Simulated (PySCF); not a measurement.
Compound: C5H6N2Si (charge +1 and doublet state).
Cartesian coordinates in Å at the GFN2-xTB level; atoms count from 1:
```xyz
14
C5H6N2Si angstrom
C      3.3817   -0.4574   -0.5249
C      2.1926   -0.6044   -0.6701
Si     0.3990   -0.8321   -0.9346
C     -0.3191    0.3802    0.6992
C      0.2125    1.6601    0.3476
N      0.6509    2.6688    0.0391
N     -1.6509    0.3539    0.8662
C     -2.7057   -0.0572    0.3685
H      4.4213   -0.3291   -0.3979
H     -0.1773   -2.1025   -0.4969
H     -0.2021   -0.1638   -2.0829
H      0.2025   -0.0391    1.5627
H     -2.7641   -0.6764   -0.5302
H     -3.6421    0.1987    0.8523
```

The hyperfine couplings belong to this conformer and change with its torsions.

Identity: `[C](=[CH+])[SiH2][C@H](N=C)C#N` [radical] (charge +1).

The calculation used PySCF 2.14.0, UKS B3LYP, pcH-1 on C H N Si, non-relativistic, mean-field spin-orbit, GIAO. One conformer (not necessarily the lowest) at the GFN2-xTB geometry, without solvent, vibrations or thermal averaging. A GFN2-xTB geometry isn't a minimum of the functional, and hyperfine couplings can be far from their values at a DFT geometry, by a factor of two or more for some ions and for spin on atoms past the first row. Stability of the SCF solution: not tested.

(1) Match the computed a_iso(14N) values +55.3, +1.9 MHz with the sites N6; N7.

(2) The isotropic 1H couplings are +142.8, +96.5, +51.6, +22.4, +17.4, -6.2 MHz. Assign them to H9; H10; H11; H12; H13; H14.

Results:

(1) 
```json
{"site": "N6", "a_iso (MHz)": "+1.9", "ρ(0) (bohr⁻³)": "+0.0058", "position": "3 bonds from N7", "distance from N7 (Å)": "3.37", "spin population": "+0.09", "largest |T| (MHz)": "8.1"}
{"site": "N7", "a_iso (MHz)": "+55.3", "ρ(0) (bohr⁻³)": "+0.1713", "position": "largest spin population", "distance from N7 (Å)": "0.00", "spin population": "+0.52", "largest |T| (MHz)": "50.0"}
```

(2) 
```tsv
site	a_iso (MHz)	ρ(0) (bohr⁻³)	position	distance from N7 (Å)	bound to	spin population there	largest |T| (MHz)
H9	-6.2	-0.0014	5 bonds from N7	6.24	C1	+0.08	4.3
H10	+22.4	+0.0050	3 bonds from N7, on Si3 of spin population +0.13	3.17	Si3	+0.13	3.7
H11	+17.4	+0.0039	3 bonds from N7, on Si3 of spin population +0.13	3.33	Si3	+0.13	3.8
H12	+51.6	+0.0116	2 bonds from N7, on C4 of spin population +0.17	2.02	C4	+0.17	14.4
H13	+142.8	+0.0319	2 bonds from N7	2.06	C8	-0.08	4.9
H14	+96.5	+0.0216	2 bonds from N7	2.00	C8	-0.08	9.5
```

ρ(0) is the spin density at the nucleus and T the dipolar tensor; a_iso includes a spin–orbit part. Largest spin populations (Mulliken): N7 (+0.52), C4 (+0.17), Si3 (+0.13) and N6 (+0.09).

C2, the radical centre as drawn in `[CH+]=[C][SiH2][C@@H](C#N)N=C`, holds a spin population of -0.01 out of 1.

On Arm Neoverse V2, one thread, shared host with 32 logical CPUs at a one-minute load of 22, this took 81 s of wall time (with the writing of density and orbital grids) and 1.1 GiB of memory at its peak.
